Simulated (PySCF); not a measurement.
## Simulated absorption spectrum

Species: C₇H₉N.
SMILES with atom numbers: `[CH3:1][CH2:2][c:3]1[cH:4][cH:5][cH:6][cH:7][n:8]1` (hydrogens: H9, H10, H11 on C1; H12, H13 on C2; H14 on C4; H15 on C5; H16 on C6; H17 on C7)

Cartesian coordinates in Å at the PBE0-D3(BJ)/def2-SVP level; atoms count from 1:
```
atom  x, y, z in Å
C1    -2.5549   -0.6669    0.4592
C2    -1.6615   -0.1905   -0.6799
C3    -0.2247   -0.0436   -0.2579
C4     0.4374    1.1891   -0.3068
C5     1.7644    1.2627    0.1071
C6     2.3908    0.1051    0.5591
C7     1.6474   -1.0753    0.5734
N8     0.3818   -1.1515    0.1798
H9    -3.5888   -0.8231    0.1168
H10   -2.1721   -1.6159    0.8618
H11   -2.5747    0.0650    1.2817
H12   -1.6968   -0.9264   -1.5010
H13   -2.0265    0.7643   -1.0893
H14   -0.0873    2.0770   -0.6672
H15    2.3022    2.2139    0.0776
H16    3.4301    0.1114    0.8939
H17    2.1055   -2.0088    0.9223
```

Method: PySCF, TDDFT B3LYP/def2-SVPD, vertical, gas phase, core orbitals frozen in the response.

Broadening: Gaussians 0.25 eV wide at half height, area fixed by f = 4.319×10⁻⁹ ∫ε dν̃. The width is an assumption, not a result. The curve ends short of the highest state used, and states not computed would add to its high-energy end.

E (eV), ε (L mol⁻¹ cm⁻¹) and a bar:
```
     4.36          1 
     4.47         16 
     4.57        110 
     4.67        315 #
     4.78        359 #
     4.88        160 #
     4.99         39 
     5.09        187 #
     5.19       1397 ######
     5.30       4872 ####################
     5.40       5995 #########################
     5.50       3038 #############
     5.61        516 ##
     5.71         42 
     5.82         46 
     5.92        589 ##
     6.02       3177 #############
     6.13       7275 ##############################
     6.23       6086 #########################
     6.33       2097 #########
     6.44        240 #
     6.54        109 
     6.64        572 ##
     6.75       1607 #######
```

(1) Where are the band maxima, and which computed states make them?

(2) Coming from long wavelengths, where does ε first pass 100 L mol⁻¹ cm⁻¹?

(3) On this curve, what absorbance would a 10⁻⁵ mol/L sample give at 280 nm over a 1 cm path?

## Answers

(1) 262 nm (4.74 eV), ε about 390, made up of S1 (100%); 231 nm (5.37 eV), ε about 6200, made up of S3 (100%); 201 nm (6.16 eV), ε about 7600, made up of S4 (100%) (ε in L mol⁻¹ cm⁻¹; maxima over ε = 5, shares over 10%). At its high-energy end, 6.75 eV, the curve is still rising (ε about 1600, from S6). The states used: S1 4.74 eV (f 0.0036); S2 5.09 eV (f 0.0001); S3 5.37 eV (f 0.057); S4 6.16 eV (f 0.070); S5 6.79 eV (f 0.0005); S6 6.79 eV (f 0.014); S7 7.11 eV (f 0.375); S8 7.15 eV (f 0.450); S9 7.31 eV (f 0.0039); S10 7.35 eV (f 0.027).

(2) At about 272 nm (4.56 eV), 0.17 eV below S1.

(3) 280 nm is 4.428 eV, where ε is about 5.4 L mol⁻¹ cm⁻¹, so A = ε c l ≈ 5.4e-05 (Beer–Lambert, with the gas-phase spectrum and the assumed width).

The vertical ionisation energy (ΔSCF) is 9.20 eV, 1.85 eV above S10.

One conformer stands for the species.
